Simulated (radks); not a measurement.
Task: These are the eigenvalues of the occupied orbitals of an atom or ion with whole-number occupations (eV). All-electron calculation, Dirac Kohn-Sham, PBE, spin-unpolarised, spherical densities, finite nucleus; Fermi nuclear charge, rms radius of each element as measured or else 0.836 A^(1/3) + 0.57 fm. Program: a radial shooting solver on a logarithmic mesh with Libxc functionals.

| orbital | eigenvalue |
|---|---|
| 1s1/2 | -25372.26 |
| 2s1/2 | -3784.567 |
| 2p1/2 | -3521.091 |
| 2p3/2 | -3345.774 |
| 3s1/2 | -741.0495 |
| 3p1/2 | -636.2568 |
| 3p3/2 | -605.2956 |
| 3d3/2 | -419.8558 |
| 3d5/2 | -413.6180 |
| 4s1/2 | -151.0715 |
| 4p1/2 | -117.6020 |
| 4p3/2 | -112.2783 |
| 4d3/2 | -60.2587 |
| 4d5/2 | -59.5361 |

Which element is it, and in what charge state? The configuration may be excited. Open shells, if any, fill j = l - 1/2 first.

Result: Z = 47, silver, charge +4: Ag4+ in [Kr] 4d7. The list shows which subshells hold electrons but not how many an open one holds; the 1s level, -932.41 hartree, gives Z - s = 43.2 by -(Z - s)^2/2, which with screening and relativity narrows Z to a few neighbours, and the depths of the outer levels then fix element, charge and occupations together.
